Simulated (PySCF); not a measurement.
## Löwdin shares of the frontier orbitals

Species: C₃H₁₁NSSi.
Cartesian coordinates in Å at the GFN2-xTB level; atoms count from 1:
```
atom  x, y, z in Å
C1     3.2995   -0.1407    0.5240
S2     1.7859    0.8011    0.8634
Si3    0.3846   -0.5399   -0.0413
N4    -1.1675    0.0400    0.3589
C5    -2.3221   -0.7161   -0.0466
C6    -1.4794    1.4138    0.6726
H7     3.2318   -1.1194    0.9878
H8     4.1240    0.4180    0.9537
H9     3.4349   -0.2393   -0.5483
H10    0.5496   -1.8658    0.5569
H11    0.7286   -0.6035   -1.4715
H12   -2.0448   -1.7545   -0.2029
H13   -2.7504   -0.3278   -0.9779
H14   -3.0910   -0.6677    0.7290
H15   -0.5754    1.9343    0.9771
H16   -1.9151    1.9314   -0.1894
H17   -2.2001    1.4481    1.4943
```

The calculation used TDDFT PBE0/def2-SVPD, vertical, gas phase, core orbitals frozen in the response in PySCF 2.14.0, density-fitted response routines.

Kohn–Sham orbitals with the atoms that hold most of them (Löwdin shares over 4%, at most four atoms; ? is withheld):

```csv
orbital,ε (eV),atoms
HOMO-3,-9.84,"Si3 31%, H10 23%, N4 11%, H11 10%"
HOMO-2,-8.43,"S2 58%, Si3 15%, C1 11%"
HOMO-1,-6.68,"S2 69%, C1 10%, Si3 10%"
HOMO,?,?
LUMO,0.04,?
LUMO+1,0.61,"Si3 27%, S2 17%, C6 9%, H10 6%"
LUMO+2,0.86,"S2 30%, Si3 13%, C1 9%, H11 6%"
```

**Question.** Which atoms hold the HOMO, and with what shares?

**Answer.** N4 (bonded to 2 C and Si) 54%; C6 (bonded to N and 3 H) 8%; C5 (bonded to N and 3 H) 8%; Si3 (bonded to N, S and 2 H) 8%. By element: nitrogen 54%, carbon 17% or more, silicon 8%.

**Question.** Give the leading atoms of the LUMO.

**Answer.** S2 (bonded to C and Si) 29%; Si3 (bonded to N, S and 2 H) 21%; C1 (bonded to S and 3 H) 10%; H11 (bonded to Si) 7%.

**Question.** What is the HOMO energy, and the HOMO–LUMO gap?

**Answer.** ε(HOMO) = -6.44 eV; the gap is 6.48 eV (0.2382 hartree).

**Question.** How does S1 compare with the orbital gap of 6.48 eV?

**Answer.** S1 is at 5.28 eV (f = 0.0054), 1.20 eV below the gap, made of HOMO→LUMO (90%). 

**Question.** Give energy, strength and leading configuration of S1, S2, S3 and S4, and follow the Löwdin shares of the leading atoms from the occupied to the empty orbital.

**Answer.** 
- S1 (5.28 eV, f 0.0054), HOMO→LUMO (90%): N4 54% → at most 8%, C6 8% → at most 8%, S2 at most 8% → 29%, Si3 8% → 21%
- S2 (5.32 eV, f 0.0040), HOMO-1→LUMO (91%): S2 69% → 29%, C1 10% → 10%, Si3 10% → 21%
- S3 (5.85 eV, f 0.015), HOMO→LUMO+1 (85%): N4 54% → at most 7%, C6 8% → 9%, Si3 8% → 27%, S2 at most 8% → 17%
- S4 (6.08 eV, f 0.010), HOMO-1→LUMO+1 (80%): S2 69% → 17%, C1 10% → at most 7%, Si3 10% → 27%

Löwdin shares depend on the basis, the more so with diffuse functions.

One conformer stands for the species.
